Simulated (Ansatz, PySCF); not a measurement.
This PySCF input computes a B3LYP/def2-TZVPD energy:

```python
from pyscf import gto, scf, dft

mol = gto.M(
    atom='''
    C    -1.93838682    0.25398546    0.26333237
    C    -1.66110414   -1.07042148    0.30091808
    O    -0.32293312   -1.22988621    0.11819833
    C     0.21942406    0.02347536   -0.03286033
    C    -0.75698207    0.98398203    0.05114342
    C     1.65540178    0.09017115   -0.24282927
    O     2.27124037    1.12099362   -0.39143130
    H    -2.24377462   -1.96290403    0.43667784
    H    -0.60609417    2.04599895   -0.03255763
    H     2.15329394   -0.89910943   -0.25648202
    ''',
    basis='def2-tzvpd',
    charge=0,
    spin=1,
    verbose=4,
)

mf = dft.UKS(mol, xc='b3lyp').density_fit(auxbasis='def2-universal-jkfit')
mf.grids.level = 3
mf.conv_tol = 1e-9
mf.max_cycle = 100
mf.max_memory = 1500
mf.kernel()
if not mf.converged:
    mf = mf.newton()
    mf.kernel(mf.make_rdm1())
for _ in range(2):
    mo, _, stable, _ = mf.stability(return_status=True)
    if stable:
        break
    mf.kernel(mf.make_rdm1(mo, mf.mo_occ))
mf.analyze()
```

Problem. Write an input for the same energy in Ansatz (a program for electronic structure) and say what it gives.

Solution. 
Ansatz 0.2 input:
```yaml
crystal:
  periodic: [false, false, false]
  atoms:
    - {symbol: C, position_ang: [-1.93838682, 0.25398546, 0.26333237]}
    - {symbol: C, position_ang: [-1.66110414, -1.07042148, 0.30091808]}
    - {symbol: O, position_ang: [-0.32293312, -1.22988621, 0.11819833]}
    - {symbol: C, position_ang: [0.21942406, 0.02347536, -0.03286033]}
    - {symbol: C, position_ang: [-0.75698207, 0.98398203, 0.05114342]}
    - {symbol: C, position_ang: [1.65540178, 0.09017115, -0.24282927]}
    - {symbol: O, position_ang: [2.27124037, 1.12099362, -0.39143130]}
    - {symbol: H, position_ang: [-2.24377462, -1.96290403, 0.43667784]}
    - {symbol: H, position_ang: [-0.60609417, 2.04599895, -0.03255763]}
    - {symbol: H, position_ang: [2.15329394, -0.89910943, -0.25648202]}
basis:
  gaussian:
    orbitals: def2-TZVPD
hamiltonian:
  xc: {name: B3LYP}
magnetization: {spin_polarized: true, initial_magnetization: 1}
output: {forces: true}
```
It gives -342.78891 Eh, and PySCF -342.78895 Eh, a difference of 0.04 mEh, from the treatment of integrals and grids.

It need not be the lowest isomer of its formula.
